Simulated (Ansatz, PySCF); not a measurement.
Molecule: CH6NSi, charge 0, multiplicity 2. It need not be the lowest isomer of its formula. 
Structure (B3LYP-D3(BJ)/def2-TZVP (Ansatz, a program for electronic structure) minimum search):
```xyz
9

Si    -0.6031    -0.3232    -0.8507
N      0.4955     0.5993     0.1352
C      0.8091     0.2630     1.4835
H      1.0814     1.1557     2.0558
H      0.0357    -0.3005     2.0234
H      1.7121    -0.3703     1.4729
H      0.2134    -1.0913    -1.8240
H     -1.4665     0.6278    -1.5863
H     -1.4562    -1.2702    -0.0799
```
Charge 0, spin multiplicity 2.

Dipole moments at this geometry, in debye (magnitudes).

```csv
level,program,dipole (D)
PBE/def2-TZVPD,Ansatz,1.34
BLYP/def2-TZVPD,Ansatz,[?]
M06-2X/def2-TZVPD,PySCF,1.37
wB97X-V/def2-TZVPD,Ansatz,1.41
CCSD(T)/aug-cc-pV(D+d)Z,Ansatz,[?]
```

What belongs in the gaps?


- BLYP/def2-TZVPD, dipole (D): 1.35
- CCSD(T)/aug-cc-pV(D+d)Z, dipole (D): 1.36
